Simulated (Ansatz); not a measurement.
```yaml
crystal:
  periodic: [false, false, false]
  atoms:
    - {symbol: N, position_ang: [0.609758, 1.403062, -0.515933]}
    - {symbol: C, position_ang: [0.180371, 0.452294, 0.198070]}
    - {symbol: Se, position_ang: [0.172524, 0.636811, 2.104716]}
    - {symbol: In, position_ang: [-0.584747, -1.458794, -0.566986]}
    - {symbol: H, position_ang: [0.561706, 1.182685, -1.511316]}
    - {symbol: H, position_ang: [0.739837, 1.996455, 2.120550]}
    - {symbol: H, position_ang: [-0.529955, -1.501258, -2.291386]}
    - {symbol: H, position_ang: [-1.149484, -2.711254, 0.462284]}
basis:
  gaussian: {orbitals: def2-mTZVPP, point_charges: [{charge: 1.00, position_ang: [4.362, 0.174, 0.821]}]}
magnetization: {spin_polarized: true, initial_magnetization: 2}
hamiltonian: {xc: {name: BHLYP}, dispersion: d4}
output: {forces: true}
```

```sh
$ ansatz run in.yaml --threads 4 --pin off --events-out ev --progress --plain --max-ram 10444MiB
```

Shortened log:

```
Functional definition: BHLYP
1343 factors; integrals over basis functions are off by at most 1.2e-3 eV
mean field evaluation 1: about -73096.6878 eV, gradient 4.5e1 eV
mean field evaluation 2: about -73046.5678 eV, gradient 9.8e1 eV
mean field evaluation 4: about -73106.6259 eV, gradient 9.7e0 eV
mean field evaluation 8: about -73107.3535 eV, gradient 1.4e0 eV
mean field evaluation 16: about -73107.7657 eV, gradient 1.4e-1 eV
mean field evaluation 32: about -73107.7666 eV, gradient 9.1e-5 eV
mean field -73107.76659277 eV, -2686.6608680604 hartree, gradient 4.2e-5 eV, S^2 2.015142; 4 other end points of the search recorded, 0 dependent functions left out
reference -73107.76678955 eV, -2686.6608752918 hartree; 37, 35 occupied and 98, 100 virtual orbitals, 1343 factors
Total energy: -73108.06047014 eV, -2686.6716678543 hartree
Atom 0 at     0.609758     1.403062    -0.515933 Å, force    -0.107626    -1.514951    -1.459234 eV/Å
Atom 1 at     0.180371     0.452294     0.198070 Å, force     0.121377     0.237889     1.035457 eV/Å
Atom 2 at     0.172524     0.636811     2.104716 Å, force     0.169163     0.175510     0.656860 eV/Å
Atom 3 at    -0.584747    -1.458794    -0.566986 Å, force    -0.204756    -0.776132    -0.585761 eV/Å
Atom 4 at     0.561706     1.182685    -1.511316 Å, force     0.234872     1.344945    -0.015350 eV/Å
Atom 5 at     0.739837     1.996455     2.120550 Å, force    -0.249787    -0.224284    -0.061993 eV/Å
Atom 6 at    -0.529955    -1.501258    -2.291386 Å, force     0.091583     0.292902     0.233712 eV/Å
Atom 7 at    -1.149484    -2.711254     0.462284 Å, force     0.159203     0.467942     0.195176 eV/Å
Dipole moment:    -0.342917     0.060284    -0.114432 e Å
```

It took 6 s on 4 threads of an Intel Xeon Platinum 8488C on a shared host, with 0.51 GiB of host memory at the peak.
